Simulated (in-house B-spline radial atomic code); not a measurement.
Inner levels of iron as electrons are removed. A shift is the extra binding of the orbital against the neutral atom ([Ar] 3d6 4s2). Computed with a B-spline radial code for spherical atoms: non-relativistic Hartree-Fock, average of the configuration, point nuclei.

```tsv
ion	configuration	shift of 1s (eV)	radius of 1s (bohr)	Σ<r²> (bohr²)	change of density at nucleus (bohr⁻³)
Fe	[Ar] 3d6 4s2	0	0.059112	41.115	-
Fe+	[Ar] 3d6 4s1	8.2941	0.059112	25.743	-2.439
Fe2+	[Ar] 3d6	18.318	0.059112	15.923	-7.0715
Fe3+	[Ar] 3d5	38.176	0.059113	13.085	-4.6809
Fe4+	[Ar] 3d4	61.275	0.059115	10.999	-1.2418
Fe5+	[Ar] 3d3	?	?	?	?
Fe6+	[Ar] 3d2	116.2	0.059121	8.0192	8.5421
Fe7+	[Ar] 3d1	147.76	0.059124	6.8928	14.802
Fe8+	[Ne] 3s2 3p6	181.94	0.059128	5.9292	21.938
Fe9+	[Ne] 3s2 3p5	221.58	0.059121	5.0676	31.992
Fe10+	[Ne] 3s2 3p4	263.11	0.059114	4.2749	42.707
Fe11+	[Ne] 3s2 3p3	306.53	0.059105	3.5433	54.085
Fe12+	[Ne] 3s2 3p2	351.83	0.059096	2.866	66.13
Fe13+	[Ne] 3s2 3p1	398.98	0.059086	2.2374	78.848
Fe14+	[Ne] 3s2	447.98	0.059075	1.6529	92.241
Fe15+	[Ne] 3s1	496.36	0.059072	1.0936	-2.627
Fe16+	[He] 2s2 2p6	546.21	0.059069	0.56612	-104.95
Fe17+	[He] 2s2 2p5	674.73	0.059002	0.48319	-63.166
Fe18+	[He] 2s2 2p4	807.56	0.05893	0.40635	-19.577
Fe19+	[He] 2s2 2p3	944.65	0.058854	0.33503	25.835
Fe20+	[He] 2s2 2p2	1085.99	0.058772	0.26874	73.083
Fe21+	[He] 2s2 2p1	1231.54	0.058685	0.20704	122.18
Fe22+	[He] 2s2	?	?	?	?
Fe23+	[He] 2s1	?	?	?	?
Fe24+	1s2	1646.73	0.058538	0.0091546	-1004.47
Fe25+	1s1	2084.38	0.057692	0.0044379	-6314.5
```

Question: Fill in the row of Fe5+.

Answer: shift of 1s (eV): 87.34; radius of 1s (bohr): 0.059118; Σ<r²> (bohr²): 9.3603; change of density at nucleus (bohr⁻³): 3.1824.

Question: Fill in the row of Fe22+.

Answer: shift of 1s (eV): 1381.27; radius of 1s (bohr): 0.058594; Σ<r²> (bohr²): 0.14953; change of density at nucleus (bohr⁻³): 173.14.

Question: Fill in the row of Fe23+.

Answer: shift of 1s (eV): 1512.7; radius of 1s (bohr): 0.058584; Σ<r²> (bohr²): 0.077729; change of density at nucleus (bohr⁻³): -400.42.
